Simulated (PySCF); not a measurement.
Sb(Br)2(OH) (Br₂HOSb), SMILES [OH][Sb]([Br])[Br]. Geometry optimised at PBE0-D3(BJ)/def2-SVP. The structure was generated by enumeration; whether it is a known compound was not checked. The def2 effective core potentials stand for the cores of Sb; spin–orbit coupling is left out. One conformer was computed; it need not be the lowest.

All values below come from PBE0-D3(BJ)/def2-SVP (PySCF).

Harmonic wavenumbers (cm⁻¹): 82, 110, 158, 245, 257, 272, 635, 853, 3852. Rotational constants (GHz): 1.772, 0.8095, 0.6265; symmetry number 1.

Problem. Work out the zero-point energy and the ideal-gas rigid-rotor harmonic-oscillator thermochemistry at 298.15 K and 1 atm.

Solution. ZPE = ½ Σ hcν = ½ × 6464 cm⁻¹ = 38.66 kJ/mol. H − E(el) = 58.42 kJ/mol. Entropy in J/(mol K): translation 179.82, rotation 126.61, vibration 63.92, total 370.35. G − E(el) = -52.00 kJ/mol. Cp = 85.85 J/(mol K). Modes under 150 cm⁻¹ make the vibrational entropy uncertain.
